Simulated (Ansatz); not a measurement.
Consider the ligand exchange at the Si–S bond: `O[SiH](O)S[SiH](O)Cl` + `[NH2][GeH2][OH]` → `[OH][GeH2][NH][SiH](O)Cl` + `O[SiH](O)S`.

Computed with Ansatz on PBE0-D4/def2-TZVP structures; ΔE is electronic, products minus reactants. CCSD(T)/CBS is the MP2 limit (def2-TZVPP, def2-QZVPP) plus CCSD(T) − MP2 in def2-TZVPP, frozen cores. DFT in def2-TZVPP. For Ge outer-core shells are correlated without core-valence functions, which leaves a few kJ/mol of doubt a bond. Scalar relativity is left out up to krypton. Each species was taken in one conformer, which may not be the lowest.

```json
{"level": "r2SCAN-D4", "ΔE (eV)": "-0.18"}
{"level": "MP2/def2-TZVPP", "ΔE (eV)": "-0.24"}
```

Problem. What does CCSD(T)/CBS give? (Best estimate.)

Solution. The calculation gave: -0.23 eV. The listed levels differ from it by 0.05, -0.01 eV.

Largest T1 diagnostic among the species: 0.012.

The D4 term adds +0.03 eV with B3LYP and +0.02 eV with PBE0; it sums over pairs of atoms, weighted by their polarisabilities, and B3LYP, whose exchange is more repulsive, gets the larger term. In def2-TZVPP, CCSD(T) changes the Hartree–Fock value by +0.04 eV (the triples alone add +0.02 eV) and MP2 by +0.09 eV. From PBE to PBE0 (25 % exact exchange), in def2-TZVPP and without D4, ΔE moves by −0.03 eV.

B3LYP here is the variant with VWN-RPA as its local correlation; programs differ in this.
